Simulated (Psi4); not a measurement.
C2H8GaN, singlet, geometry from GFN2-xTB (such geometries of metal compounds can be far from the true shape). Base run: TPSS/def2-TZVP in Psi4.

Geometry (Å):
```xyz
12

Ga    -0.0071     0.0046    -0.0071
C     -1.4720    -1.3954    -0.1767
H     -1.0394    -2.3747    -0.3959
H     -2.1787    -1.1450    -0.9707
H     -2.0290    -1.4815     0.7597
C      0.1303     1.8000    -0.9495
H      0.2613     1.6666    -2.0262
H      0.9821     2.3670    -0.5673
H     -0.7756     2.3928    -0.8016
N      1.3527    -0.4136     1.1370
H      2.1514     0.1702     1.3509
H      1.4290    -1.2709     1.6700
```
Charge 0, spin multiplicity 1.
All else is at Psi4's defaults (density fitting).
Base energy -2060.73191 Eh.

The base run was repeated with changes; each row names its change, and settings that it needs were set with it.

```csv
change,ΔE vs base (µEh),SCF cycles,grid points,basis functions,outcome
base,0.0,11,259208,189,converged
dft_spherical_points = 194,7.7,11,166669,189,converged
ints_tolerance = 1e-8,0.0,11,259208,189,converged
puream = true,0.0,11,259208,189,converged
d_convergence = 1e-8,0.0,14,259208,189,converged
damping_percentage = 50,-,-,-,189,stopped with an error
scf_type = direct,131,13,259208,189,converged
guess = sapgau,0.0,9,259208,189,converged
diis_max_vecs = 3,0.0,18,259208,189,converged
```

- damping_percentage = 50: ended with `Exception: ADIIS minimization failed. File a bug, and include your entire input and output files.`
